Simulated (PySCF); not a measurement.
# Computed properties of 1-ethenyl-1-fluorocyclopropane (C₅H₇F), SMILES FC1(CC1)C=C

1-ethenyl-1-fluorocyclopropane (C₅H₇F), SMILES C1CC1(F)C=C. The structure is a stationary point at PBE0-D3(BJ)/def2-SVP. Other conformers were not sampled. All values are computed for the isolated molecule unless a solvent is named; none is compared with measurement here.

**Structure.** The optimised structure has Cs symmetry. All 33 harmonic modes at PBE0-D3(BJ)/def2-SVP (PySCF) are real, so it is a minimum. With heavy atoms numbered as in [CH2:1]=[CH:2][C:3]1([F:4])[CH2:5][CH2:6]1, the shortest bond between them is C1–C2 at 1.333 Å and the longest C5–C6 at 1.503 Å.

**Vibrations.** The strongest infrared lines (harmonic, unscaled, degenerate partners summed) lie at 939 cm⁻¹ (50 km/mol, H 72 %, C 28 %), 1353 cm⁻¹ (46 km/mol, C 57 %, H 36 %), 984 cm⁻¹ (35 km/mol, C 89 %, H 10 %). The softest mode is at 129 cm⁻¹ and the zero-point energy is 67.0 kcal/mol.

**Electronic structure.** r2SCAN/def2-TZVP (PySCF) places the frontier levels at -6.12 and -0.62 eV, a gap of 5.50 eV, and gives a dipole moment of 1.67 D and a mean polarisability of 60.7 bohr³. PBE/def2-TZVP (PySCF) at the same geometry gives -5.94 and -0.86 eV, so its gap is 0.42 eV narrower. An orbital gap is neither the optical nor the fundamental gap.

**Excitations.** TDDFT-PBE0/def2-SVPD (PySCF) has S1 at 6.74 eV (184 nm, f = 0.028, weak); the most intense of the 10 singlets computed lies at 6.77 eV (f = 0.48). T1 (TDA) is at 4.21 eV. TDDFT-PBE/def2-SVPD (PySCF) puts S1 at 6.11 eV. No vertical singlet excitation falls in the visible range (under 3.1 eV).

**NMR.** GIAO shifts at PBE0/pcSseg-1 (PySCF) (non-relativistic, atoms alike by connectivity averaged): ¹³C from 17.6 to 147.9 ppm against TMS; ¹H from 1.3 to 6.0 ppm against TMS; ¹⁹F at -224.8 ppm against CFCl3.

**Solvation.** SMD-PBE0/def2-SVP (PySCF) gives -0.4 kcal/mol in water, -4.1 kcal/mol in methanol, -3.9 kcal/mol in toluene (1 M in both phases, gas-phase geometry).
